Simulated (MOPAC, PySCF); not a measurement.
C₄H₁₀I₂Sn, SMILES `C[CH2][Sn]([I])([I])[CH2]C` (C–C–Sn–I torsion 59°, I–Sn–C–C torsion -57°), neutral singlet in the gas phase. 

Cartesian coordinates (Å):
SMILES: C[CH2][Sn]([I])([I])[CH2]C
```xyz
17

C     -3.1128    -0.0321     0.0032
C     -1.8588    -0.5871     0.6693
Sn    -0.0206     0.1995    -0.2163
I     -0.1337     2.9269     0.0557
I     -0.1328    -0.3845    -2.8944
C      1.9646    -0.4110     0.4678
C      3.0858     0.2799    -0.3004
H     -4.0270    -0.4498     0.4757
H     -3.1676     1.0722     0.0898
H     -3.1496    -0.2855    -1.0760
H     -1.7806    -1.6904     0.5776
H     -1.7983    -0.3266     1.7464
H      1.9871    -1.5146     0.3526
H      1.9854    -0.1782     1.5528
H      3.0392     1.3824    -0.1896
H      4.0789    -0.0513     0.0703
H      3.0408     0.0501    -1.3845
```
Charge 0, multiplicity 1.

All levels are single points at this geometry (PBE-D3(BJ)/def2-SVP); Pople sets use spherical d functions. Orbital energies aren't observables, and empty levels follow the basis.

PM3 in MOPAC gives dipole (D) = 5.29.

Q: Estimate the dipole (D) from each of these levels: PBE-D3(BJ)/def2-TZVP in PySCF; B3LYP/6-311+G** (LANL2DZ on I, Sn) in PySCF; B3LYP/LANL2DZ in PySCF; PBE/6-31G* (LANL2DZ on I, Sn) in PySCF; SVWN5/6-31G* (LANL2DZ on I, Sn) in PySCF; HF/6-31G* (LANL2DZ on I, Sn) in PySCF; AM1 in MOPAC; PM7 in MOPAC.

A: 
```tsv
level	dipole (D)
PBE-D3(BJ)/def2-TZVP in PySCF	3.37
B3LYP/6-311+G** (LANL2DZ on I, Sn) in PySCF	3.96
B3LYP/LANL2DZ in PySCF	4.28
PBE/6-31G* (LANL2DZ on I, Sn) in PySCF	4.22
SVWN5/6-31G* (LANL2DZ on I, Sn) in PySCF	4.20
HF/6-31G* (LANL2DZ on I, Sn) in PySCF	4.92
AM1 in MOPAC	0.48
PM7 in MOPAC	4.98
```
